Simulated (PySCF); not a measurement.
# Reading the logs of faulty runs: BClH4NSi cation

These are calculations, not measurements. The program is PySCF 2.14.0, an open-source quantum chemistry code, run on an isolated molecule that a program drew, which may never have been made. The molecule is BClH4NSi cation (charge +1, singlet), drawn as the SMILES string `BN[SiH+]Cl`.

Each row is a Hartree-Fock (HF) and frozen-core CCSD(T) single point in the cc-pV(D+d)Z basis, meant for a local HF minimum. Run 1 is clean. Each other run has one planted mistake out of seven kinds, and not every kind appears here: one electron removed, one electron added, multiplicity raised by two, geometry at a saddle point, minimal basis STO-3G, one bond length entered in bohr, all coordinates scaled. The reference is restricted for singlets and unrestricted otherwise, and also for a bond in bohr. Adding or removing an electron swaps singlet and doublet. Electrons count all cores. HOMO and LUMO are orbital energies over both spins, the gradient is its largest component, and the lowest frequency (negative if imaginary) is given only where the gradient is small. Bond lengths are over the 7 bonds as drawn. T1 is the CCSD diagnostic: over 0.02 (restricted) or 0.045 (unrestricted) a single reference is doubtful.

Geometry of the clean run:
```xyz
8
BClH4NSi cation, angstrom
B     0.8281   -2.1802    0.9106
N     1.4523   -0.8640    1.0589
Si    1.2890    0.3368   -0.0512
Cl    2.1556    2.0742    0.2225
H     0.1757   -2.3687   -0.0694
H     1.0012   -2.9841    1.7646
H     2.0035   -0.7080    1.8892
H     0.4972    0.1143   -1.2467
```

| run | electrons | basis functions | <S^2> | HOMO (eV) | LUMO (eV) | gradient (hartree/bohr) | lowest frequency (cm^-1) | mean bond (Å) | longest bond (Å) | T1 | HF (hartree) | CCSD(T) (hartree) | mistake |
|---|---|---|---|---|---|---|---|---|---|---|---|---|---|
| 1 | 46 | 94 | 0.000 | -18.14 | -4.42 | 2.9e-05 | 124 | 1.4152 | 1.961 | 0.0131 | -829.73438 | -830.25650 | no fault |
| 2 | 46 | 32 | 0.000 | -17.17 | -2.52 | 3.6e-02 | - | 1.4152 | 1.961 | 0.0179 | -820.50817 | -820.68304 | minimal basis STO-3G |
| 3 | 47 | 94 | 0.769 | -5.94 | 2.67 | 7.2e-02 | - | 1.4152 | 1.961 | 0.0196 | -829.92426 | -830.46238 | one electron added |
| 4 | 46 | 94 | 2.076 | -11.51 | -8.40 | 1.0e-01 | - | 1.4152 | 1.961 | 0.0290 | -829.50706 | -830.03523 | ? |
| 5 | 46 | 94 | 0.000 | -18.40 | -4.13 | 5.6e-02 | - | 1.3487 | 1.869 | 0.0114 | -829.71268 | -830.22724 | ? |

**Which mistake was planted in run 4, and what did it cost?**

Electrons, basis and geometry are unchanged, and <S^2> is 2.076, beside S(S+1) = 2.00 for a multiplicity of 3. So the mistake is: multiplicity raised by two. Subtracting run 1 and multiplying by 627.51 kcal/mol a hartree, the energy moved by 142.6 kcal/mol in HF and 138.8 kcal/mol in CCSD(T).

**Which mistake was planted in run 5, and what did it cost?**

The mean and the longest bond both change by the same factor, 0.953, and the gradient is no longer small. So the mistake is: all coordinates scaled. Subtracting run 1 and multiplying by 627.51 kcal/mol a hartree, the energy moved by 13.6 kcal/mol in HF and 18.4 kcal/mol in CCSD(T).

